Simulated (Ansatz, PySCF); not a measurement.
System: SeF3, charge 1, multiplicity 1. It need not be the lowest isomer of its formula. 
Geometry from a B3LYP-D3(BJ)/def2-TZVP (Ansatz, a program for electronic structure) optimisation:
SMILES: F[Se+](F)F
```xyz
4

Se    -0.0709     0.1354     0.3330
F     -1.1081    -0.9758    -0.3468
F      0.0307     1.1626    -0.9736
F      1.3451    -0.6981     0.0623
```
Charge +1, spin multiplicity 1.

Quantity: vertical ionisation energy (to the doublet state of charge +2; each state is the SCF solution reached for its spin; the molecule has degenerate orbitals, so one determinant may break the symmetry; the UHF <S^2> is 0.85 for the doublet (pure: 0.75)), in eV. Valence correlation only, unless marked. Open shells are spin-unrestricted. No spin-orbit coupling. The frozen core is the preceding noble-gas configuration, with the filled d and f shells of earlier blocks. No relativistic terms. 

```json
[
 {"level": "HF/aug-cc-pVTZ", "program": "Ansatz", "vertical ionisation energy (eV)": "21.63"},
 {"level": "PBE/def2-TZVPD", "program": "Ansatz", "vertical ionisation energy (eV)": "21.30"},
 {"level": "r2SCAN/def2-TZVPD", "program": "Ansatz", "vertical ionisation energy (eV)": "21.55"},
 {"level": "PBE0/def2-TZVPD", "program": "Ansatz", "vertical ionisation energy (eV)": "21.77"},
 {"level": "BHLYP/def2-TZVPD", "program": "Ansatz", "vertical ionisation energy (eV)": "22.12"},
 {"level": "CAM-B3LYP/def2-TZVPD", "program": "Ansatz", "vertical ionisation energy (eV)": "22.01"},
 {"level": "wB97M-V/def2-TZVPD", "program": "Ansatz", "vertical ionisation energy (eV)": "21.86"},
 {"level": "wB97X-V/def2-TZVPD", "program": "Ansatz", "vertical ionisation energy (eV)": "21.89"},
 {"level": "B2PLYP/def2-TZVPD", "program": "Ansatz", "vertical ionisation energy (eV)": "21.83"},
 {"level": "MP2/aug-cc-pVDZ", "program": "Ansatz", "vertical ionisation energy (eV)": "22.13"},
 {"level": "RI-MP2/aug-cc-pVTZ", "program": "Ansatz", "vertical ionisation energy (eV)": "22.25"},
 {"level": "RI-MP2/aug-cc-pVQZ", "program": "Ansatz", "vertical ionisation energy (eV)": "22.33"},
 {"level": "SCS-MP2/aug-cc-pVDZ", "program": "Ansatz", "vertical ionisation energy (eV)": "22.18"},
 {"level": "CCSD(T)/aug-cc-pVDZ", "program": "Ansatz", "vertical ionisation energy (eV)": "21.82"}
]
```

For comparison, minus the highest occupied orbital energy (PySCF): 22.92 eV at HF/def2-TZVPD, 20.54 eV at M06-2X/def2-TZVPD, 17.33 eV at PBE/def2-TZVPD.
